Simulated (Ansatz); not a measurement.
Program: Ansatz. Geometries: PBE0-D4/def2-TZVP. ΔE: electronic, gas phase. CCSD(T)/CBS is the MP2 limit (def2-TZVPP, def2-QZVPP) plus CCSD(T) − MP2 in def2-TZVPP, frozen cores. This one scheme is used for every species. DFT in def2-TZVPP. For Ge outer-core shells are correlated without core-valence functions, which leaves a few kJ/mol of doubt a bond. Scalar relativity is left out up to krypton. One conformer a species, not always the lowest.

Consider the substitution at a C–Si bond: `C[SiH](C)[GeH3]` + `C=CS` → `C=CSC` + `C[SiH2][GeH3]`.

`C[SiH](C)[GeH3]`:

```xyz
14

C    -0.151    0.375   -1.830
Si    0.152   -0.515   -0.208
C    -1.466   -0.996    0.610
Ge    1.421    0.872    1.256
H     0.790    0.639   -2.317
H    -0.721   -0.257   -2.516
H    -0.718    1.296   -1.669
H     0.953   -1.747   -0.468
H    -2.051   -1.645   -0.047
H    -1.291   -1.531    1.546
H    -2.067   -0.111    0.834
H     1.700    0.178    2.603
H     0.668    2.183    1.564
H     2.780    1.259    0.642
```

`C=CS`:

Z-matrix (Å, degrees):
```
C
C 1 1.327
H 1 1.082 2 120.2
H 1 1.084 2 122.3 3 -180.0
S 2 1.751 1 123.6 3 179.8
H 2 1.084 1 120.9 3 -0.0
H 5 1.340 2 96.7 1 179.1
```

`C=CSC`:

Cartesian coordinates in Å:
```
C -1.064 -1.147 1.436
C -0.649 -0.322 0.482
S 0.521 -0.745 -0.739
C 1.096 0.889 -1.220
H -1.852 -0.846 2.115
H -0.648 -2.140 1.559
H -1.077 0.673 0.382
H 1.631 1.379 -0.406
H 1.779 0.747 -2.058
H 0.263 1.512 -1.551
```

`C[SiH2][GeH3]`:

Cartesian coordinates in Å:
```
C 1.531 0.018 -0.851
Si 0.498 -0.195 0.700
Ge -1.815 0.135 0.250
H 2.590 -0.135 -0.632
H 1.409 1.022 -1.264
H 1.233 -0.702 -1.617
H 0.925 0.781 1.741
H 0.684 -1.562 1.260
H -2.317 -0.871 -0.803
H -2.069 1.550 -0.302
H -2.669 -0.040 1.517
```

```csv
level,ΔE (kJ/mol)
r2SCAN-D4,44.2
PBE0-D4,43.0
CCSD/def2-TZVPP,45.4
CCSD/CBS(def2),45.2
```

Question: What does CCSD(T)/CBS give? (An estimate is asked.)

Answer: Ansatz gave: +44.7 kJ/mol. The listed levels differ from it by -0.5, -1.7, 0.7, 0.5 kJ/mol.

Largest T1 diagnostic among the species: 0.012.

In def2-TZVPP, CCSD(T) changes the Hartree–Fock value by +5.8 kJ/mol (the triples alone add −0.5 kJ/mol) and MP2 by +6.1 kJ/mol.
